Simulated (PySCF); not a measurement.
Atom-mapped SMILES (the numbers label the heavy atoms): `[CH3:1][CH:2]1[CH:3]=[CH:4][P:5]([CH3:6])[CH:7]=[CH:8]1` (H(Xn): hydrogen on atom n).

[PySCF 2.14.0 with density-fitted response routines: PBE0/pcSseg-1 with gauge-including orbitals; geometry from GFN2-xTB; rapidly exchanging positions averaged; no solvent model; single conformer; no relativistic terms]

List the cross peaks expected in HSQC, COSY and HMBC spectra.

Results:



HSQC (one-bond C–H):
```csv
δH,δC
6.76 (H(C3)/H(C8)),143.2 (C3/C8)
6.45 (H(C4)/H(C7)),139.1 (C4/C7)
3.16 (H(C2)),38.4 (C2)
1.23 (H(C6)),14.6 (C6)
0.91 (H(C1)),19.1 (C1)
```

COSY cross peaks (H two or three bonds apart, from the bond graph; peaks can be absent where the dihedral angle is near 90°):
```csv
δH,δH
6.76 (H(C3)/H(C8)),6.45 (H(C4)/H(C7))
6.76 (H(C3)/H(C8)),3.16 (H(C2))
3.16 (H(C2)),0.91 (H(C1))
```

HMBC (two and three bonds, from the bond graph):
```csv
δH,δC
6.76 (H(C3)/H(C8)),"143.2 (C3/C8), 139.1 (C4/C7), 38.4 (C2), 19.1 (C1)"
6.45 (H(C4)/H(C7)),"143.2 (C3/C8), 139.1 (C4/C7), 38.4 (C2), 14.6 (C6)"
3.16 (H(C2)),"143.2 (C3/C8), 139.1 (C4/C7), 19.1 (C1)"
1.23 (H(C6)),139.1 (C4/C7)
0.91 (H(C1)),"143.2 (C3/C8), 38.4 (C2)"
```

Chemical shifts δ = σref − σ; $^{1}$H (σ = 31.72 ppm), $^{13}$C (σ = 186.93 ppm) against TMS, all at this level.

Shifts are as computed. Against solution values, carbons near 30 ppm lie about +3 ppm off and those near 130 ppm about +5 ppm. Of 1211 compounds with measured shifts, 218 miss one by over three times the rms of a fit or turn the order of signals round; such compounds aren't used in these exercises.
